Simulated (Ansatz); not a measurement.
Reaction (silylene loss): `O[Si]([SiH3])([SiH3])S` → `O[SiH]([SiH3])S` + `[SiH2]`

Computed with Ansatz on PBE0-D4/def2-TZVP structures; ΔE is electronic, products minus reactants. CCSD(T)/CBS adds triple-zeta CCSD(T) − MP2 to the extrapolated MP2 energy (def2 sets, frozen cores). This one scheme is used for every species. Functionals use def2-TZVPP. B3LYP here is the variant with VWN-RPA as its local correlation; programs differ in this. Each species was taken in one conformer, which may not be the lowest.

`O[Si]([SiH3])([SiH3])S`:

```xyz
13

O     1.266    1.020    1.251
Si    0.029    0.340    0.390
Si   -0.108    1.168   -1.803
Si    0.373   -1.970    0.492
S    -1.901    0.801    1.209
H     1.203    1.959    1.439
H    -1.172    0.453   -2.557
H     1.193    0.969   -2.497
H    -0.419    2.625   -1.792
H     0.153   -2.440    1.888
H     1.748   -2.340    0.063
H    -0.611   -2.637   -0.401
H    -1.755    0.053    2.318
```

`O[SiH]([SiH3])S`:

Cartesian coordinates in Å:
```
O 0.694 -1.692 -0.609
Si 0.612 -0.171 0.018
Si -1.430 0.718 -0.684
S 0.647 -0.153 2.165
H 1.365 -2.282 -0.258
H 1.784 0.647 -0.402
H -1.459 2.170 -0.366
H -2.540 0.041 0.037
H -1.616 0.536 -2.148
H 1.944 0.186 2.248
```

`[SiH2]`:

Cartesian coordinates in Å:
```
Si -0.087 0.090 0.701
H -0.664 0.762 -0.542
H 0.751 -0.852 -0.159
```

CCSD(T)/CBS gives +2.49 eV.

Another level gave +2.73 eV. Which?
A. B3LYP-D4/def2-TZVPP
B. r2SCAN/def2-TZVPP
C. CCSD/def2-TZVPP
D. B3LYP/def2-TZVPP

B. r2SCAN 2.73, CCSD/def2-TZVPP 2.35, B3LYP-D4 2.49, B3LYP 2.30 eV.

Largest T1 diagnostic among the species: 0.014.

From PBE to PBE0 (25 % exact exchange), in def2-TZVPP and without D4, ΔE moves by +0.05 eV. In def2-TZVPP, CCSD(T) changes the Hartree–Fock value by +0.27 eV (the triples alone add +0.07 eV) and MP2 by +0.44 eV. The D4 term adds +0.19 eV with B3LYP and +0.11 eV with PBE0; it sums over pairs of atoms, weighted by their polarisabilities, and B3LYP, whose exchange is more repulsive, gets the larger term.
